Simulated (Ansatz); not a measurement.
Calculated with Ansatz (gas phase, PBE0-D4/def2-TZVP geometries, no zero-point term in ΔE). CBS: MP2 limit from def2 TZ/QZ plus the TZ coupled-cluster correction, frozen cores. def2 core potentials past Kr. For Te outer-core shells are correlated without core-valence functions, which leaves a few kJ/mol of doubt a bond.

`BC1(B)C[SiH2]1` + H₂Te → `B[TeH]` + `BC1C[SiH2]1`  (ligand exchange at a B–C bond)

`BC1(B)C[SiH2]1`:

```xyz
13

B     0.689    0.924    1.211
C     0.351    0.353   -0.165
B    -0.587    1.116   -1.098
C     0.853   -1.040   -0.558
Si   -0.753   -1.120    0.323
H     0.137    1.913    1.594
H     1.496    0.382    1.918
H    -0.789    0.726   -2.217
H    -1.135    2.105   -0.709
H     1.732   -1.396   -0.029
H     0.851   -1.264   -1.621
H    -0.820   -1.441    1.763
H    -2.024   -1.260   -0.415
```

H₂Te:

Cartesian coordinates in Å:
```
Te -0.327 -0.704 -0.048
H 0.241 0.236 1.191
H 0.086 0.468 -1.143
```

`B[TeH]`:

```xyz
5

B     0.251    0.250    0.632
Te    0.448   -0.314   -1.380
H    -0.800    0.171    1.181
H     1.240    0.643    1.167
H    -1.138   -0.750   -1.600
```

`BC1C[SiH2]1`:

Z-matrix (Å, degrees):
```
Si
C 1 1.928
B 1 2.466 2 37.4
C 1 1.848 2 47.3 3 -128.1
H 1 1.475 2 114.3 3 123.3
H 1 1.472 2 122.9 3 -25.8
H 2 1.089 1 109.8 3 -122.6
H 3 1.197 1 124.2 2 103.4
H 3 1.202 1 92.9 2 -126.9
H 4 1.084 1 119.4 2 -109.5
H 4 1.086 1 115.6 2 109.4
```

```csv
species,HF/def2-TZVPP energy (Eh)
`BC1(B)C[SiH2]1`,-418.68871
H₂Te,-268.15349
`B[TeH]`,-293.43166
`BC1C[SiH2]1`,-393.41847
```

Work out ΔE.

ΔE = (-293.43166) + (-393.41847) − (-418.68871) − (-268.15349) = -0.00793 Eh = -0.22 eV. CCSD(T)/CBS gives -0.36 eV.

Largest T1 diagnostic among the species: 0.015.

From PBE to PBE0 (25 % exact exchange), in def2-TZVPP and without D4, ΔE moves by +0.06 eV. In def2-TZVPP, CCSD(T) changes the Hartree–Fock value by −0.13 eV (the triples alone add −0.03 eV) and MP2 by −0.13 eV. The D4 term adds +0.05 eV with B3LYP and +0.03 eV with PBE0; it sums over pairs of atoms, weighted by their polarisabilities, and B3LYP, whose exchange is more repulsive, gets the larger term.

B3LYP here is the variant with VWN-RPA as its local correlation; programs differ in this.
